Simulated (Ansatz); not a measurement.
`[OH][GeH2][Br]` + CH₄ → `[CH3][GeH2][Br]` + H₂O at 298.15 K and 1 bar (formal exchange of groups at a Ge–O bond).

Program: Ansatz. Geometries: PBE0-D4/def2-TZVP. ΔE: electronic, gas phase. CBS: MP2 limit from def2 TZ/QZ plus the TZ coupled-cluster correction, frozen cores. This one scheme is used for every species. For Br, Ge outer-core shells are correlated without core-valence functions, which leaves a few kJ/mol of doubt a bond. Scalar relativity is left out up to krypton. One conformer a species, not always the lowest.

```tsv
species	CCSD(T)/CBS energy (Eh)	H − E (kJ/mol)	S (J/(mol·K))
`[OH][GeH2][Br]`	-4726.46896	96.1	315.5
CH₄	-40.46206	127.4	186.2
`[CH3][GeH2][Br]`	-4690.53762	157.0	324.5
H₂O	-76.37941	66.4	188.7
```

H − E and S are ideal-gas, rigid-rotor, harmonic terms from PBE0-D4/def2-TZVP, for one conformer and one mirror image of each species. 1 Eh = 2625.50 kJ/mol, R = 8.31446 J/(mol·K).

Problem. By hand: ΔE, ΔH, ΔS and ΔG.

Solution. ΔE = (-4690.53762) + (-76.37941) − (-4726.46896) − (-40.46206) = 0.01399 Eh = 36.7 kJ/mol. Δ(H − E) = 157.0 + 66.4 − 96.1 − 127.4 = -0.1, so ΔH = 36.6 kJ/mol. ΔS = 324.5 + 188.7 − 315.5 − 186.2 = 11.5 J/(mol·K). ΔG = 36.6 − 298.15 × (11.5)/1000 = 33.2 kJ/mol.

Problem. By hand: the equilibrium constant, and the temperature at which ΔG would vanish if ΔH and ΔS stayed fixed.

Solution. log₁₀ K = −ΔG/(RT ln 10) = -5.8. ΔG = 0 at ΔH/ΔS = 3183 K, far beyond where these terms or the molecules hold.

The number of gas molecules stays the same, so ΔS is small and ΔH decides. A doubt of 5 kJ/mol in ΔE shifts log₁₀ K by 0.9 here. Other conformers and mirror images would add mixing entropy, several J/(mol·K) or more a flexible species. These are equilibria of isolated gas molecules and say nothing of rates. Largest T1 diagnostic: 0.010 (customary marks: 0.02 for closed shells, 0.045 for open ones).
